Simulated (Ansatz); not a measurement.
[GaBr6]3- (GaBr₆³⁻), 7 atoms. Hardware: 4 threads of Intel Xeon on a shared host.

Correlated methods freeze 63 core orbitals; core or outer-core shells of Ga, Br are correlated, in sets that lack core-valence functions. A multiply charged anion in the gas phase is held together partly by the finite basis.

Q: How many basis functions does each of these Ansatz runs have, and roughly what does it cost? r2SCAN-D4/def2-SVPD, charge -3 singlet, relaxation, 4 steps; PBE-D4/def2-SVP, charge -3 triplet at the geometry of the charge -3 singlet, energy; revPBE-D4/def2-SVP, charge -3 singlet, energy, from earlier orbitals; PBE0-D4/def2-SVPD, charge -3 singlet, energy, from earlier orbitals; RPA@PBE/def2-SVPD, charge -3 singlet, energy, from earlier orbitals; LDA (SPW92)/def2-SVP, charge -3 singlet, energy, from earlier orbitals; PBE-D4/def2-SVP, charge -3 singlet, energy and forces, from earlier orbitals; MP2/def2-SVPD, charge -3 singlet, energy, from earlier orbitals; PBE-D4/def2-SVP, charge -2 doublet at the geometry of the charge -3 singlet, energy; PBE0-D4/def2-SVP, charge -3 singlet, energy, from earlier orbitals; PBE-D4/def2-SVPD, charge -3 singlet, energy, from earlier orbitals; LDA (SPW92)/def2-SVP, charge -2 doublet at the geometry of the charge -3 singlet, energy, from earlier orbitals.

A: Other jobs shared the machine, so times can vary by a factor of up to 3. A dash marks memory too small to be measured apart from the calling script's.

```
                                                                                                            run  functions  fitting or Cholesky vectors  wall time  peak host memory (GiB)
                                         LDA (SPW92)/def2-SVP, charge -3 singlet, energy, from earlier orbitals        224                         2425      3.2 s                       –
                                           revPBE-D4/def2-SVP, charge -3 singlet, energy, from earlier orbitals        224                         2425      4.1 s                       –
                                   PBE-D4/def2-SVP, charge -3 singlet, energy and forces, from earlier orbitals        224                         2425      5.5 s                       –
                                             PBE-D4/def2-SVPD, charge -3 singlet, energy, from earlier orbitals        284                         3049        7 s                    0.89
LDA (SPW92)/def2-SVP, charge -2 doublet at the geometry of the charge -3 singlet, energy, from earlier orbitals        224                         2425      8.5 s                       –
                                             PBE0-D4/def2-SVP, charge -3 singlet, energy, from earlier orbitals        224                         2143       16 s                     1.1
                            PBE-D4/def2-SVP, charge -2 doublet at the geometry of the charge -3 singlet, energy        224                         2425       17 s                    0.62
                            PBE-D4/def2-SVP, charge -3 triplet at the geometry of the charge -3 singlet, energy        224                         2425       18 s                    0.62
                                            PBE0-D4/def2-SVPD, charge -3 singlet, energy, from earlier orbitals        284                         2701       26 s                     1.7
                                            RPA@PBE/def2-SVPD, charge -3 singlet, energy, from earlier orbitals        284                         2701       30 s                     1.2
                                                MP2/def2-SVPD, charge -3 singlet, energy, from earlier orbitals        284                         2701       34 s                     1.8
                                                    r2SCAN-D4/def2-SVPD, charge -3 singlet, relaxation, 4 steps        284                         3049       49 s                    0.92
```
